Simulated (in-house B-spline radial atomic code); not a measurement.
A calculation on Fe⁸⁺ (an excited or competing configuration): its settings, and results tabulated from the run. Method: non-relativistic AM05, spin-polarised, spherical fractional occupations, point nucleus. Calculated with a B-spline radial code for spherical atoms.

Command:
```bash
python run_scf.py task.json out
```
Settings:
```
Z                26
configuration    [Ne] 3s2 3p5 4f1
hamiltonian      nr
method           am05
spin_polarised   True
```

Output (hartree, bohr):
```
 radial grid: 45 intervals, B-splines of order 8, outer radius 11.954 bohr

 iter        energy (Eh)    residual
    1       -1227.902220    6.60e-01
    2       -1234.162697    2.25e-01
    3       -1234.660418    7.62e-02
    4       -1234.726047    2.67e-02
    5       -1234.734828    8.82e-03
    6       -1234.735650    1.87e-04
    7       -1234.735650    1.13e-05
    8       -1234.735650    2.58e-07

 total energy                     -1234.73565
 kinetic                            1233.6547
 electron-nucleus                  -2810.0785
 Hartree                             388.4081
 exchange-correlation                -46.7199

 orbital      occ     eigenvalue          <r>       <r^2>       <1/r>       <r^4>     <1/r^2>       r_max
 1s up      1.000      -261.7842    0.0592357  0.00470468     25.4778 5.64747e-05     1306.87     0.03901
 1s down    1.000      -261.7602     0.059232  0.00470411     25.4792 5.64628e-05        1307     0.03901
 2s up      1.000       -37.1340     0.269598   0.0856516     5.47177   0.0127011     122.682      0.2254
 2s down    1.000       -37.1124     0.269489    0.085565      5.4728   0.0126658     122.698      0.2254
 2p up      3.000       -33.1222     0.236113   0.0683425     5.42403  0.00940475     40.3277      0.1809
 2p down    3.000       -33.0934     0.236064   0.0682962     5.42403  0.00938256     40.3231       0.181
 3s up      1.000        -9.8121     0.744375    0.631598     1.91242    0.603389      22.587      0.6749
 3s down    1.000        -9.7189     0.744208    0.631236     1.91211    0.602487     22.5656      0.6748
 3p up      3.000        -8.5793     0.748524    0.647479     1.83348    0.661298     7.28005      0.6684
 3p down    2.000        -8.4854     0.748253    0.646961      1.8339    0.660052     7.28205      0.6683
 4f up      1.000        -2.4877      1.79263     3.62741    0.641437     20.2371    0.484607       1.577
```

Time taken, with all properties: 0.08 s on 1 thread of Arm Neoverse N1, on a shared host.
